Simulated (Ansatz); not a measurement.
Stepwise reaction of `[SiH3][Sn]([SiH3])([Cl])[Cl]` with hydrogen chloride, as a gas-phase model of exchange steps in deposition or etching. ΔE in kJ/mol.

Program: Ansatz. Geometries: PBE0-D4/def2-TZVP. ΔE: electronic, gas phase. CBS: MP2 limit from def2 TZ/QZ plus the TZ coupled-cluster correction, frozen cores. This one scheme is used for every species. DFT in def2-TZVPP. B3LYP here is the variant with VWN-RPA as its local correlation; programs differ in this. Elements past krypton have def2 core potentials. For Sn outer-core shells are correlated without core-valence functions, which leaves a few kJ/mol of doubt a bond.

```csv
step,reaction,PBE-D4,B3LYP-D4,ωB97M-V,CCSD(T)/CBS
1,`[SiH3][Sn]([SiH3])([Cl])[Cl]` + HCl → `[SiH3][Sn]([Cl])([Cl])[Cl]` + SiH₄,-47.7,-58.5,-59.8,-57.3
2,`[SiH3][Sn]([Cl])([Cl])[Cl]` + HCl → `[Cl][Sn]([Cl])([Cl])[Cl]` + SiH₄,-21.6,-30.5,-34.1,-32.3
```

Question: By hand: ΔE of the 2 steps together at CCSD(T)/CBS.

Answer: (-57.3) + (-32.3) = -89.6 kJ/mol, or -44.8 kJ/mol a step.

In ΔE each step is higher than the one before. All are downhill at CCSD(T)/CBS. PBE-D4 differs from CCSD(T)/CBS by 9.6 to 10.7 kJ/mol a step. Only this route is followed, and other bonds may react first. Isolated molecules leave out the surface, adducts and barriers. Largest T1 diagnostic: 0.012.
